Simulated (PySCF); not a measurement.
GeOF₂, SMILES [O]=[Ge]([F])[F].

Geometry: B3LYP-D3(BJ)/def2-SVP.

Computed with B3LYP-D3(BJ)/def2-SVP (PySCF).

Frequencies are harmonic and unscaled.

```
mode  ν (cm⁻¹)  IR (km/mol)  Raman (Å⁴/amu)  depolarisation  moving atoms (share of kinetic energy)
----  --------  -----------  --------------  --------------  --------------------------------------
1          212         39.0             1.5            0.75                 Ge 41 %, O 30 %, F 28 %
2          228         39.5             3.2            0.75                 O 55 %, F 27 %, Ge 18 %
3          256         17.4             0.9            0.74                         F 85 %, Ge 12 %
4          720         30.1            12.7            0.08                          F 82 %, O 11 %
5          752         87.6             3.2            0.75                         F 76 %, Ge 24 %
6         1003         44.8            10.5            0.14                         O 74 %, Ge 23 %
```
